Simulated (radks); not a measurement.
The numbers below are computed, except where a source is named.
Question: Neutral dysprosium, configuration [Xe] 4f10 6s1 5f1 (not the ground configuration). Level of theory: scalar-relativistic Kohn-Sham, PBEsol, spin-polarised, spherical densities, point nucleus; open shells are filled with parallel spins first (spin-orbit coupling, left out, can overturn this in heavy ions) (a radial shooting solver on a logarithmic mesh with Libxc functionals). Some entries of the table are withheld. Estimate them.

orbital,occ.,eigenvalue (eV),<r> (bohr),<1/r> (bohr^-1)
1s up,1,-53645.36,0.02112,74.56
1s down,1,-53645.35,0.02112,74.56
2s up,1,-8937.060,0.08979,17.32
2s down,1,-8937.008,0.08979,17.32
2p up,3,-7930.778,0.07947,16.09
2p down,3,-7930.739,0.07947,16.09
3s up,1,-1993.098,0.2347,6.372
3s down,1,-1991.516,0.2346,6.376
3p up,3,-1684.245,0.2335,5.973
3p down,3,-1682.670,0.2334,5.976
3d up,5,-1286.890,0.2122,5.666
3d down,5,-1285.677,0.2121,5.669
4s up,1,-398.8982,0.5301,2.689
4s down,1,-395.4680,0.5301,2.688
4p up,3,-297.2195,0.5618,2.465
4p down,3,-293.8264,0.5619,2.464
4d up,5,-158.8270,0.6098,2.173
4d down,5,-155.4786,0.6104,2.171
5s up,1,-54.3687,1.296,1.023
5s down,1,-52.5957,1.307,1.012
5p up,3,(1),1.537,0.8500
5p down,3,(2),1.551,0.8400
4f up,7,-8.9577,0.8614,1.567
6s up,1,-7.4683,3.669,0.3413
6s down,0,-6.3431,3.687,0.3410
4f down,3,-6.0244,0.8981,1.533
5f up,1,-0.4603,16.51,0.06710

Answer: 
(1) 5p up eigenvalue (eV): -30.5996
(2) 5p down eigenvalue (eV): -29.2336
